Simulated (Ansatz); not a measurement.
An input meant for the cluster Ag2Se (charge 0, singlet).

```yaml
crystal:
  periodic: [true, true, true]
  atoms:
    - {symbol: Ag, position_ang: [1.603609, 0.442551, -0.783031]}
    - {symbol: Ag, position_ang: [-1.277925, 0.569992, 1.192714]}
    - {symbol: Se, position_ang: [-0.325684, -1.012543, -0.409684]}
basis:
  gaussian: {orbitals: def2-SVPD}
magnetization: {spin_polarized: true, initial_magnetization: 0}
hamiltonian: {xc: {name: B97M-V}}
output: {forces: true}
```

```sh
$ ansatz run in.yaml --threads 4 --pin off --events-out ev --progress --plain --max-ram 3916MiB
```

It prints (some lines left out):

```
Error: YAML parse error: error: line 2 column 3: crystal: missing field `lattice` (a structure is typed as `lattice` and `atoms`, a molecule's as `atoms` in Å alone, or read from a run's directory, `checkpoint`)
 --> <input>:2:3
1 | crystal:
2 |   periodic: [true, true, true]
3 |   atoms:
4 |     - {symbol: Ag, position_ang: [1.603609, 0.442551, -0.783031]}
```

**Question.** What is wrong with this run?

**Answer.** The species is marked periodic without a cell. The program refused the input.
